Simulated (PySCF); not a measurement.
SMILES [CH3][Mg][GeH3] (PBE0/def2-SVP optimised geometry):

```
9

Mg    -0.359    -0.036     0.000
C     -2.453    -0.037     0.001
H     -2.866     0.869    -0.477
H     -2.866    -0.077     1.024
H     -2.866    -0.903    -0.545
Ge     2.238    -0.036     0.000
H      2.866    -1.226     0.770
H      2.865    -0.107    -1.416
H      2.866     1.226     0.646
```

Calculation: PBE0/def2-TZVP run with PySCF.

Q: What are the frontier orbital energies and the dipole moment?

A: HOMO-2 -8.97 eV, HOMO-1 -7.92 eV, HOMO -6.58 eV, LUMO -0.79 eV, LUMO+1 -0.69 eV; dipole moment 1.27 D.

Meta-Löwdin charges at PBE0/def2-TZVP: Mg1 1.17, C2 -0.93, H3 0.11, H4 0.11, H5 0.11, Ge6 -0.43, H7 -0.04, H8 -0.04, H9 -0.04.
